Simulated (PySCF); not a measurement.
# BeZn at r²SCAN

Level: r²SCAN. Be cc-pVDZ, Zn cc-pVDZ-PP with ECP10; scalar-relativistic core potentials (PySCF 2.14).

```
state                                            : ¹Σ⁺ (singlet), closed shell
bond length                                      : 2.634 Å
harmonic wavenumber                              : 203 cm⁻¹
force constant                                   : 0.191 mdyn/Å
rotational constant Be                           : 0.3076 cm⁻¹
anharmonicity ωexe                               : 4.71 cm⁻¹
vibration–rotation constant αe                   : 0.00804 cm⁻¹
well depth De to Be + Zn                         : 0.23 eV
dissociation energy D0                           : 0.22 eV
HOMO–LUMO gap                                    : 2.63 eV
bond order (Mayer)                               : 0.53
dipole moment (positive dipole means Be(−)Zn(+)) : 0.32 D
```

Closed-shell solutions of metal pairs were not tested for spin polarisation, which can lower them a little. The bond is weak. Basis-set superposition, not corrected here, can be much of De in a small basis, most of all at correlated wavefunction levels. Functionals without a dispersion term scatter widely for such bonds, and LDA overbinds them.
